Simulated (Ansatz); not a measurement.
`[SiH3]S/C=C/S`, charge 0, multiplicity 1.

Q: Give a relaxed structure at PBE0-D4/def2-TZVP (Ansatz 0.2.0). (An estimate is asked.)

A: Computed: 
Cartesian coordinates in Å:
```
Si 0.9173 -1.8180 -1.1506
S 0.4059 -1.2765 0.8522
C -0.6180 0.1066 0.4804
C -0.4330 1.2901 1.0607
S -1.5937 2.5883 0.9056
H 1.6378 -3.1115 -1.0561
H -0.3217 -1.9707 -1.9571
H 1.7822 -0.7937 -1.7893
H -1.4586 -0.0667 -0.1860
H 0.4123 1.4595 1.7188
H -0.7305 3.5926 1.1215
```
This is one stationary point; other conformers may exist.
